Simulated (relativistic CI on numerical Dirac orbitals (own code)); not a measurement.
# d5 in a ligand field

Computed with a parametric ligand-field model of a d^n configuration (Racah B and C, spin-orbit zeta, crystal field), exact diagonalisation.

Field parameters in Wybourne normalisation: Oh B⁴₀ = 21Dq, B⁴₄ = √(5/14) B⁴₀. The field is a parameter set, without covalency.

B = 490 cm⁻¹, C = 2450 cm⁻¹ (C/B = 5.00), Oh, no spin-orbit coupling. Tanabe-Sugano data, E/B above the lowest term (Δ = |10Dq|; b, c mark the second and third term of a kind):

```csv
Δ/B,6A1,4T1,4T2,4T2(b),2T2,2A2
1.0,0.00,34.88,34.98,41.96,50.85,50.91
5.0,0.00,32.65,34.48,41.19,47.28,49.11
9.0,0.00,29.31,33.14,40.06,40.95,46.06
13.0,0.00,25.65,30.86,39.23,33.84,42.55
17.0,0.00,21.87,27.89,38.77,26.45,38.85
21.0,0.00,18.02,24.53,38.51,18.91,35.04
25.0,0.00,14.14,20.96,38.36,11.28,31.18
29.0,0.00,10.23,17.26,38.27,3.59,27.29
33.0,4.15,10.45,17.64,42.36,0.00,27.52
37.0,11.93,14.29,21.59,50.10,0.00,31.36
41.0,19.74,18.15,25.53,57.87,0.00,35.22
45.0,27.57,22.02,29.48,65.68,0.00,39.09
```

The ground term changes from 6A1 to 2T2 between Δ/B = 29.0 and 33.0.
